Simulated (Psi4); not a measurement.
C₂H₆Se₂, triplet, at a GFN2-xTB geometry (a higher spin typed on purpose: for a closed-shell molecule this is an excited state). Base run: B3LYP/cc-pVDZ (Psi4 1.11).

Input for Psi4:
```
memory 2 GB

molecule {
0 3
  C     2.40875418   -0.26064206   -0.23201032
  Se    1.01985446    0.63884044    0.78167986
  Se   -1.02004397   -0.60506750   -0.80786586
  C    -2.40809348    0.14289589    0.32330536
  H     3.07404785    0.48926084   -0.65116992
  H     1.94591868   -0.84423107   -1.02483603
  H     2.95997754   -0.91019872    0.44271511
  H    -3.08089474    0.73094318   -0.29492084
  H    -1.94549437    0.76861453    1.08346566
  H    -2.95107589   -0.67619174    0.78729998
}

set basis cc-pvdz
set reference uks

energy('b3lyp')
print_variables()
```

Variants of this job, named by their change:

```csv
change,basis functions,E (Eh),dipole (D)
base,112,-4882.64813,0.13
basis = cc-pVDZ-DK; relativity = spin-free X2C (with scf_type pk),112,-4939.46092,0.13
basis = cc-pVDZ-DK; relativity = none (with scf_type pk),112,-4849.54600,0.14
```

Total energies compare only within one method and basis.

Open shells are given as the SCF converged; they aren't shown to be the lowest states, and a large step between rows can be another state.

Basis sets contracted for a relativistic Hamiltonian are a mismatch without it, so the rows without relativity aren't non-relativistic limits. No row has spin-orbit coupling; sets with core potentials leave out the core electrons.
